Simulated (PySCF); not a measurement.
## Peak assignment

Mapped SMILES: `[CH3:1][CH2:2][CH2:3][c:4]1[cH:5][cH:6][cH:7][c:8]([C:9]#[N:10])[cH:11]1`. Hydrogens are named by the atom that carries them.

One computed conformer, non-relativistic Hamiltonian, no solvent model, fast rotation and ring inversion assumed for equivalent nuclei. Geometry: GFN2-xTB; shieldings: GIAO PBE0/pcSseg-1; PySCF.

Shifts are taken against calculated references (same method and geometry level): TMS for ¹³C, ¹H.

(1) Assign these signals to the numbered atoms. ¹³C{¹H} NMR (computed): δ 151.4 (C), 139.5 (CH), 137.5 (CH), 136.7 (CH), 134.7 (CH), 124.8 (C), 117.8 (C), 44.2 (CH2), 34.6 (CH2), 17.7 (CH3).

(2) Assign these signals to the numbered atoms. ¹H NMR (500 MHz, computed): δ 7.79 (s, 1H), 7.79 (m, 1H), 7.69 (m, 1H), 7.64 (m, 1H), 2.55 (t, 2H), 1.51 (m, 2H), 1.18 (t, 3H).

Results:

(1) 
```tsv
δ (ppm)	atoms	environment	reason
151.4	C4	substituted aromatic carbon	–
139.5	C11	aromatic CH	the aromatic region
137.5	C5	aromatic CH	–
136.7	C7	aromatic CH	–
134.7	C6	aromatic CH	–
124.8	C9	nitrile carbon	typical of a nitrile
117.8	C8	substituted aromatic carbon	–
44.2	C3	sp3 CH2 on an aromatic ring	aliphatic region, no heteroatom directly attached
34.6	C2	sp3 CH2	aliphatic region, no heteroatom directly attached
17.7	C1	methyl carbon	aliphatic region, no heteroatom directly attached
```

C5 and C7; C7 and C6 lie closer than the usual error of such a calculation, so a measured spectrum could show them in the other order.

(2) 
```tsv
δ (ppm)	atoms	environment	reason
7.79	H(C11)	hydrogen on an aromatic CH	aromatic region
7.79	H(C7)	hydrogen on an aromatic CH	–
7.69	H(C6)	hydrogen on an aromatic CH	–
7.64	H(C5)	hydrogen on an aromatic CH	–
2.55	H(C3)	hydrogen on an sp3 CH2 on an aromatic ring	benzylic-type position, deshielded by the ring
1.51	H(C2)	hydrogen on an sp3 CH2	–
1.18	H(C1)	hydrogen on a methyl carbon	far from electronegative atoms and π systems
```

H(C11) and H(C7); H(C7) and H(C6); H(C6) and H(C5) lie closer than the usual error of such a calculation, so a measured spectrum could show them in the other order.

Shifts are as computed. Against solution values, carbons near 30 ppm lie about +3 ppm off and those near 130 ppm about +5 ppm. Of 1211 compounds with measured shifts, 218 miss one by over three times the rms of a fit or turn the order of signals round; such compounds aren't used in these exercises. Multiplicities follow the n + 1 count of equivalent neighbours, as no J values were calculated; m marks all less simple cases, F and P coupling included.
